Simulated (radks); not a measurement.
N2+, 5 electrons, occupied as [He] 2s2 2p1. Method: non-relativistic Kohn-Sham, BLYP, spin-polarised, spherical densities, point nucleus; open shells are filled with parallel spins first; computed with a radial shooting solver on a logarithmic mesh with Libxc functionals.

Normalised radial functions P(r) = r R(r), r in bohr:

```
   r/bohr * 2p down (the largest magnitude, 0.896, reaches the edge; | marks zero)
   0.0179 *
  0.01986 *
  0.02186 *
  0.02426 *
   0.0267 |*
  0.02963 |*
  0.03287 |*
  0.03618 |*
  0.04015 |*
  0.04455 |*
  0.04904 | *
  0.05441 | *
  0.06038 | *
  0.06646 |  *
  0.07375 |  *
  0.08183 |   *
  0.09007 |    *
  0.09995 |     *
   0.1109 |      *
   0.1221 |       *
   0.1355 |        *
   0.1503 |          *
   0.1654 |            *
   0.1836 |              *
   0.2021 |                *
   0.2242 |                  *
   0.2488 |                     *
   0.2739 |                        *
   0.3039 |                           *
   0.3372 |                               *
   0.3712 |                                  *
   0.4118 |                                     *
    0.457 |                                         *
    0.503 |                                            *
   0.5582 |                                               *
   0.6193 |                                                  *
   0.6817 |                                                    *
   0.7564 |                                                     *
   0.8394 |                                                      *
   0.9239 |                                                      *
    1.025 |                                                     *
    1.138 |                                                  *
    1.252 |                                               *
    1.389 |                                           *
    1.529 |                                       *
    1.697 |                                  *
    1.883 |                            *
    2.073 |                       *
      2.3 |                  *
    2.552 |              *
    2.809 |          *
    3.117 |      *
    3.459 |    *
    3.807 |  *
    4.224 | *
```

2p down (empty): eigenvalue -36.214 eV, 0 radial nodes, <r> = 1.15 bohr, 90 % of the charge inside 1.92 bohr.
